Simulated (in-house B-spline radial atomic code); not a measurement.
Orbital energies and mean radii along the 10-electron series, configuration [He] 2s2 2p6. The effective charge is n√(-2ε), a non-relativistic measure. Computed with a radial B-spline atomic code at the basis-set limit: non-relativistic Hartree-Fock, average of the configuration, point nuclei.

This level leaves out relativity, spin-orbit splitting included, which matters for heavy ions.

```tsv
ion	Z	energy of 2p (Eh)	mean radius of 2p (bohr)	energy of 1s (Eh)	mean radius of 1s (bohr)	effective charge of 2p
Ni18+	28	-56.687	0.21195	-330.6	0.054768	21.296
Cu19+	29	-62.173	0.20329	-356.67	0.052843	22.302
Zn20+	30	-67.909	0.19532	-383.73	0.051049	23.308
Ga21+	31	-73.895	0.18795	-411.8	0.049373	24.314
Ge22+	32	-80.132	0.18111	-440.86	0.047803	25.319
As23+	33	-86.618	0.17476	-470.93	0.046329	26.324
Se24+	34	-93.355	0.16884	-502	0.044944	27.328
Br25+	35	-100.34	0.16331	-534.06	0.043639	28.332
Kr26+	36	-107.58	0.15813	-567.13	0.042407	29.336
Rb27+	37	-115.07	0.15327	-601.2	0.041243	30.34
Sr28+	38	-122.8	0.1487	-636.27	0.040141	31.344
Zr30+	40	-139.03	0.14034	-709.4	0.038104	33.35
Nb31+	41	-147.51	0.1365	-747.47	0.037161	34.353
Mo32+	42	-156.25	0.13286	-786.54	0.036264	35.355
Tc33+	43	-165.24	0.12942	-826.61	0.035409	36.358
Ru34+	44	-174.48	0.12615	-867.68	0.034593	37.36
Rh35+	45	-183.96	0.12304	-909.75	0.033814	38.363
Pd36+	46	-193.7	0.12008	-952.81	0.03307	39.365
Ag37+	47	-203.69	0.11726	-996.88	0.032357	40.367
```

(1) How does the screening of 2p change?

Results:

(1) Z less the effective charge goes from 6.70 at Z = 28 to 6.63 at Z = 47.
